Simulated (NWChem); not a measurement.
Molecule: C3H6Cl2; SMILES CCC(Cl)Cl

```xyz
11

C     -1.9854     0.6776     0.0000
C     -1.3151    -0.6840     0.0000
C      0.2011    -0.6626     0.0000
Cl     0.8470     0.1255     1.4669
Cl     0.8470     0.1255    -1.4669
H     -1.6999     1.2567    -0.8903
H     -1.6999     1.2567     0.8903
H     -3.0793     0.5669     0.0000
H     -1.6210    -1.2667     0.8853
H     -1.6210    -1.2667    -0.8853
H      0.6147    -1.6781     0.0000
```
Atoms are numbered in this order, from 1.

Level: PBE0/def2-SVP (NWChem), optimised geometry, unscaled harmonic frequencies. 

Task: List the harmonic frequencies with IR intensities, and the thermochemistry.

Result: 
| frequency (cm⁻¹) | IR intensity (km/mol) |
|---|---|
| 121 | 0.1 |
| 217 | 0.0 |
| 228 | 3.4 |
| 288 | 0.4 |
| 337 | 0.4 |
| 530 | 4.3 |
| 700 | 69.3 |
| 710 | 10.6 |
| 821 | 53.4 |
| 919 | 19.2 |
| 1046 | 0.8 |
| 1104 | 9.8 |
| 1115 | 11.2 |
| 1240 | 15.6 |
| 1283 | 5.2 |
| 1294 | 14.2 |
| 1362 | 1.6 |
| 1405 | 9.4 |
| 1444 | 6.5 |
| 1464 | 8.3 |
| 1481 | 8.3 |
| 3066 | 12.4 |
| 3071 | 11.9 |
| 3121 | 5.2 |
| 3166 | 3.2 |
| 3170 | 10.2 |
| 3173 | 8.0 |

| Property | Result |
|---|---|
| zero-point energy | 54.1 kcal/mol |
| thermal correction to the enthalpy at 298.15 K (with zero-point energy) | 58.5 kcal/mol |
| heat capacity Cv | 20.6 cal/(mol K) |
| entropy at 298.15 K and 1 atm (symmetry number 1) | 79.0 cal/(mol K) |
| dipole moment | 1.99 D |

Rigid rotor and harmonic oscillator.
